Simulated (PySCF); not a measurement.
**How methods differ on the excitation energy of Zn**

Zn [Ar] 3d10 4s2 (1S) → Zn [Ar] 3d10 4s1 4p1 (3P), as a difference of total energies. Computed with PySCF 2.14 in aug-cc-pVTZ-PP with one added diffuse shell each of s, p, d, f, g type with ECP10MDF (7s7p6d4f3g, 113 functions), with a scalar-relativistic core potential. Correlated levels: valence: 3s2 3p6 frozen. The calculations carry no spin-orbit coupling.

```json
{"method": "UHF", "excitation energy (eV)": "2.716"}
{"method": "LDA", "excitation energy (eV)": "4.506"}
{"method": "PBE", "excitation energy (eV)": "4.231"}
{"method": "PBE0", "excitation energy (eV)": "3.922"}
{"method": "r2SCAN", "excitation energy (eV)": "3.960"}
{"method": "M06", "excitation energy (eV)": "4.766"}
{"method": "wB97X-V", "excitation energy (eV)": "4.023"}
{"method": "LC-wPBE", "excitation energy (eV)": "3.645"}
{"method": "MP2 (valence)", "excitation energy (eV)": "3.909"}
{"method": "SCS-MP2 (valence)", "excitation energy (eV)": "4.022"}
```

How much does correlation contribute at MP2 (valence)?

3.909 − (2.716) = 1.193 eV, measured against UHF.

Errors of the correlated levels include the incompleteness of this basis and the frozen core.

For comparison: 4.054 eV (measured; NIST levels, between the centres of gravity of the two terms).
